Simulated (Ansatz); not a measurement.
Molecule: CH7Cl2NSi2 (charge 0, singlet). SMILES: Cl[Si](C)(Cl)N[SiH3]
Coordinates optimised at B3LYP-D3(BJ)/def2-TZVP (Ansatz, a quantum-chemistry and plane-wave program):
```
Si
N 1 1.7074
H 2 1.0115 1 114.41
Si 2 1.7372 3 116.40 1 -168.37
H 4 1.4786 2 106.69 3 -178.92
H 4 1.4812 5 109.88 2 -119.70
H 4 1.4814 5 109.36 6 -118.60
C 1 1.8487 2 113.60 3 136.78
H 8 1.0902 1 110.45 2 179.57
H 8 1.0910 9 108.95 1 -120.98
H 8 1.0912 9 108.31 10 -118.12
Cl 1 2.0639 2 106.52 3 15.01
Cl 1 2.0722 2 111.12 3 -101.78
```
Charge 0, spin multiplicity 1.

Property: vertical triplet-singlet gap (E(triplet) - E(singlet); each state is the SCF solution reached for its spin), in kcal/mol. Valence correlation only, unless marked. UHF or UKS for open shells. No spin-orbit coupling. No relativistic terms. Basis-set limits of correlation are two-point, X^-3; Hartree-Fock from the larger set. The bracket is a focal-point correction in the basis named.

RI-MP2/CBS(aug-cc-pV(T+d)Z,aug-cc-pV(Q+d)Z)+[CCSD(T)-MP2]/aug-cc-pV(T+d)Z (Ansatz) gives 150.3 kcal/mol.

Another calculation gave 136.1 kcal/mol. Which level was it?
A. PBE/def2-TZVPD (Ansatz)
B. r2SCAN/def2-TZVPD (Ansatz)
C. BHLYP/def2-TZVPD (Ansatz)
D. PBE0/def2-TZVPD (Ansatz)

B, r2SCAN/def2-TZVPD (Ansatz). The others give 147.1 (BHLYP), 140.3 (PBE0), 130.6 (PBE) kcal/mol.
